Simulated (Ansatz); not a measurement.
Consider the formal exchange of groups at the Si–Cl bond: `CC[Si]Cl` + `CC` → `CC[Si]CC` + HCl.

Isolated molecules relaxed with PBE0-D4/def2-TZVP in Ansatz; ΔE leaves out vibrations. CBS: MP2 limit from def2 TZ/QZ plus the TZ coupled-cluster correction, frozen cores. This one scheme is used for every species. Functionals use def2-TZVPP. HSE06 is defined as in plane-wave codes. One conformer a species, not always the lowest.

| level | ΔE (kJ/mol) |
| --- | --- |
| revPBE-D4 | 152.6 |
| r2SCAN0-D4 | 160.9 |
| BHLYP-D4 | 163.2 |
| HSE06 | 162.5 |
| LC-ωPBE | 157.0 |
| MP2/def2-TZVPP | 154.2 |
| CCSD(T)/def2-TZVPP | 150.2 |
| MP2/CBS(def2) | 157.9 |

Question: What does CCSD(T)/CBS give? (An estimate is asked.)

Answer: Ansatz gave: +153.9 kJ/mol. The listed levels differ from it by -1.3, 7.0, 9.3, 8.6, 3.1, 0.3, -3.7, 4.0 kJ/mol.

Largest T1 diagnostic among the species: 0.012.

The D4 term adds −8.7 kJ/mol with B3LYP and −5.1 kJ/mol with PBE0; it sums over pairs of atoms, weighted by their polarisabilities, and B3LYP, whose exchange is more repulsive, gets the larger term. Leaving LDA and LC-ωPBE aside and taking each functional with its dispersion term where it has one, the values, not all of them listed here, spread over 11.9 kJ/mol, from revPBE-D4 to B2PLYP. LDA lies −10.4 kJ/mol from PBE without D4.

B3LYP here is the variant with VWN-RPA as its local correlation; programs differ in this.
